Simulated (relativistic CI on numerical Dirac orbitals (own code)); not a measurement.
## Fe⁵⁺: M2,3 absorption edge

Computed with this model: Dirac-Coulomb-Breit CI, separate exchange-only KLI orbitals for each configuration, a model potential for QED, valence Slater integrals scaled by 0.7, multiplet model of core-to-valence dipole absorption; configurations [Ar] 3d3 → [Ne] 3s2 3p5 3d4; 300 K; Lorentzian 0.8 eV and Gaussian 0.3 eV FWHM. Energies are those of the free ion, without screening or charge transfer. The branching ratio is the share of the lower-energy edge in the whole absorption, uncertain by about 0.02 where the edges overlap. S is read from ⟨S²⟩ = S(S + 1).

Field parameters in Wybourne normalisation: D3d B²₀ = −7Dσ, B⁴₀ = −14Dq − 21Dτ, B⁴₃ = −14√(10/7) Dq; Td as Oh with Dq negative (B⁴₀ = 21Dq, B⁴₄ = √(5/14) B⁴₀). The field is a parameter set, without covalency.

free ion: ground-state S = 1.50, centroid 65.81 eV. Peaks (eV, height): 56.5 (7), 60.8 (48), 61.5 (55), 65.5 (100), 71.3 (97).

D3d, 10Dq = 44000, Dσ = 430, Dτ = -380 cm⁻¹: ground-state S = 1.50, centroid 66.84 eV. Peaks (eV, height): 54.6 (16), 55.2 (16), 59.0 (9), 61.1 (22), 65.2 (100), 69.7 (39), 71.5 (42), 74.5 (18), 77.6 (20).

Td, 10Dq = -10100 cm⁻¹: ground-state S = 1.50, centroid 66.00 eV. Peaks (eV, height): 55.5 (8), 61.7 (66), 65.2 (36), 66.5 (96), 71.7 (100).

Td, 10Dq = -5100 cm⁻¹: ground-state S = 1.50, centroid 65.92 eV. Peaks (eV, height): 55.4 (7), 56.1 (6), 61.1 (52), 61.8 (61), 66.0 (98), 71.6 (100).

D3d, 10Dq = 40850, Dσ = -620, Dτ = 50 cm⁻¹: ground-state S = 1.50, centroid 66.81 eV. Peaks (eV, height): 54.6 (15), 55.2 (15), 58.9 (9), 61.0 (21), 65.0 (100), 69.4 (37), 71.3 (45), 74.1 (19), 77.4 (23).

Td, 10Dq = -6000 cm⁻¹: ground-state S = 1.50, centroid 65.94 eV. Peaks (eV, height): 55.4 (7), 61.8 (61), 66.1 (98), 71.6 (100).

Strongest unbroadened transitions for Td, 10Dq = -10100 cm⁻¹:

| Energy (eV) | Relative strength |
| --- | --- |
| 61.33 | 26.0 |
| 61.81 | 28.3 |
| 62.31 | 25.8 |
| 65.08 | 34.3 |
| 66.26 | 54.0 |
| 66.36 | 25.6 |
| 66.47 | 30.8 |
| 66.49 | 65.7 |
| 66.68 | 30.8 |
| 66.82 | 23.2 |
| 66.92 | 26.4 |
| 71.36 | 24.7 |
| 71.58 | 50.8 |
| 71.77 | 76.9 |
| 71.80 | 28.2 |
| 71.81 | 100.0 |
| 71.84 | 25.5 |
| 72.75 | 33.6 |
